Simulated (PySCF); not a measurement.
## Substituent effects on chemical shifts

Parent skeleton `[CH3:1][C:2](=[O:3])[SiH2:4][CH2:5][Cl:6]`; one hydrogen on atom 1 is replaced by X. Hydrogens on one atom are averaged.

[PySCF: GFN2-xTB structure; σ from GIAO-PBE0/pcSseg-1; isolated molecule; one averaged value for each set of equivalent atoms; non-relativistic; a single conformation]

Scale: TMS for ¹³C, ²⁹Si, ¹H; ¹⁷O against H2O; ³⁵Cl against HCl (reference shieldings calculated alike).

Parent (X = H): C1 40.4, C2 242.5, O3 853.8, Si4 -58.9, C5 28.3, Cl6 -2.2, H(C1) 2.41, H(Si4) 4.43, H(C5) 3.22 ppm. Effects are Δδ = δ(X) − δ(H), positive for deshielding.

Known members:
```tsv
X	C1	C2	O3	Si4	C5	Cl6	H(C1)	H(Si4)	H(C5)
propynyl	+3.6	+1.7	-13.5	-1.8	+0.8	-0.1	+0.77	+0.29	-0.06
CH2Cl	+18.6	+0.2	-17.9	-4.2	+2.5	+41.9	+0.95	-0.22	+0.15
OCOCH3	+35.3	+7.4	-20.5	-0.2	+0.0	-1.3	+2.48	+0.09	-0.07
ethynyl	+3.8	-1.5	-10.5	-1.9	+0.5	+0.4	+0.88	+0.35	-0.03
iPr	+23.8	+6.1	-26.0	-0.1	+0.0	-1.7	+0.10	-0.01	+0.05
```

Four more derivatives gave (Δδ, ppm):
| compound | C1 | C2 | O3 | Si4 | C5 | Cl6 | H(C1) | H(Si4) | H(C5) |
| --- | --- | --- | --- | --- | --- | --- | --- | --- | --- |
| 1 | +18.1 | -2.7 | -2.6 | +1.0 | +3.3 | +25.4 | +1.02 | -0.04 | +0.10 |
| 2 | +21.3 | -1.3 | -14.5 | -9.3 | +0.0 | +0.0 | +1.00 | +0.17 | -0.04 |
| 3 | +37.6 | -9.3 | +0.0 | +4.8 | +1.9 | +43.9 | +1.95 | -0.11 | +0.00 |
| 4 | +45.9 | +6.3 | -5.6 | +3.7 | +3.2 | +25.8 | +1.34 | -0.23 | +0.07 |

Their substituents are CCl3, COOCH3, OCH3, vinyl. Which is which?

## Answers

1: X = COOCH3 (COC(=O)CC(=O)[SiH2]CCl); 2: X = vinyl (C=CCC(=O)[SiH2]CCl); 3: X = CCl3 (O=C(CC(Cl)(Cl)Cl)[SiH2]CCl); 4: X = OCH3 (COCC(=O)[SiH2]CCl).

Unscaled 17O shifts of doubly bonded oxygen tend to come out too high, by tens of ppm or more. Experimental scales use liquid or dissolved standards, which lie at an offset from isolated H2O (liquid H2O: subtract about 36 ppm).
